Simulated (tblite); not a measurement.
C6H15NP2.
Cartesian coordinates in Å at the GFN2-xTB level; atoms count from 1:
```xyz
24
C6H15NP2 angstrom
C     -2.753   -0.070    0.338
C     -1.435    0.597    0.698
P     -0.288    0.521   -0.767
N     -0.819    0.939   -2.167
C      1.247    1.348   -0.137
C      1.934    0.693    1.052
P      2.487   -1.062    0.792
C      0.888   -1.845    0.254
C      0.218   -1.218   -0.958
H     -3.111    0.319   -0.615
H     -3.507    0.119    1.100
H     -2.628   -1.146    0.236
H     -1.591    1.662    0.904
H     -0.994    0.144    1.586
H     -1.193    1.875   -2.232
H      1.918    1.374   -1.005
H      0.983    2.386    0.098
H      2.834    1.260    1.314
H      1.289    0.701    1.935
H      2.964   -0.852   -0.509
H      1.123   -2.894    0.042
H      0.220   -1.842    1.121
H     -0.681   -1.772   -1.245
H      0.883   -1.218   -1.828
```

Computed values, GFN2-xTB/tblite, gas phase, harmonic and unscaled. Against measured fundamentals such values can be off by several per cent, at times by over 20. Modes of hydrogen on phosphorus can be 10 to 20 % off. One conformer, not necessarily the lowest.

Harmonic wavenumbers (cm⁻¹): 48.4, 77.2, 141.8, 164.5, 193.8, 207.9, 225.1, 244.5, 287.1, 304.0, 344.3, 358.2, 373.6, 443.2, 594.3, 645.4, 648.0, 692.6, 706.7, 725.7, 752.0, 773.6, 797.9, 809.6, 893.6, 902.5, 929.9, 961.9, 1000.4, 1039.6, 1042.6, 1064.5, 1072.2, 1084.5, 1125.8, 1151.6, 1201.1, 1216.1, 1242.4, 1250.9, 1261.3, 1266.1, 1271.6, 1406.8, 1426.5, 1432.4, 1436.5, 1449.1, 1453.7, 1489.3, 1497.6, 2249.1, 2896.2, 2914.4, 2919.4, 2921.5, 2923.4, 2925.2, 2939.7, 2946.6, 2951.9, 2976.3, 3017.5, 3019.1, 3029.3, 3402.5.

A = 1824, B = 824.5, C = 773.7 MHz; mass 163.068 u (most abundant isotopes); point group C1, symmetry number 1.

Zero-point energy?

½Σν̃ = 43581 cm⁻¹ = 521.34 kJ/mol.

What is S at 350 K and 1 bar for an ideal gas of classical rigid rotors and harmonic oscillators?

Translation 175.72, rotation 127.53, vibration 168.81: S = 472.1 J/(mol K).

And Cp and H(350 K) − H(0)?

Cp = 224.53 J/(mol K), of which vibrations give 191.28 (their classical limit is 66 R = 548.8); H(350 K) − H(0) = 44.12 kJ/mol without the zero-point energy, 32.48 from vibrations.

What must be added to the electronic energy to get the Gibbs energy at 350 K and 1 bar?

ZPE + [H(350 K) − H(0)] − T·S = 521.34 + 44.12 − 165.22 = 400.24 kJ/mol.

How do the functions run with temperature in this model?

```tsv
T (K)	S (J/(mol K))	Cp (J/(mol K))	H − H(0) (kJ/mol)	G − H(0) (kJ/mol)	ln q(vib)
50	249.6	53.0	2.04	-10.44	0.44
100	296.2	84.9	5.49	-24.13	1.56
298.15	438.4	195.5	33.22	-97.49	7.50
373.15	486.8	236.9	49.46	-132.20	9.88
500	564.8	296.8	83.46	-198.96	13.96
750	702.1	379.4	168.79	-357.79	21.85
1000	819.2	433.6	270.85	-548.32	29.28
```

q(vib) and H(0) count from the zero-point level.

Which modes carry the vibrational entropy at 350 K?

48.4 cm⁻¹: 21.75; 77.2 cm⁻¹: 17.89; 141.8 cm⁻¹: 12.92; 164.5 cm⁻¹: 11.72; 193.8 cm⁻¹: 10.42; 207.9 cm⁻¹: 9.87 J/(mol K); the other 60 give 84.23 together.

Blend soft modes into free rotors: weight 1/[1 + (100 cm⁻¹/ν̃)⁴] for the oscillator and the rest for a rotor with moment μB/(μ + B), μ = h/(8π²ν), B = 10⁻⁴⁴ kg m². What vibrational entropy results?

159.43 J/(mol K) in place of 168.81, which changes −T·S at 350 K by +3.28 kJ/mol.

Hindered rotation and anharmonicity are outside this model. Other conformers, if any are populated, would add a mixing term that is left out. The structure is chiral; the term R ln 2 for an equal mix with its mirror image is left out.
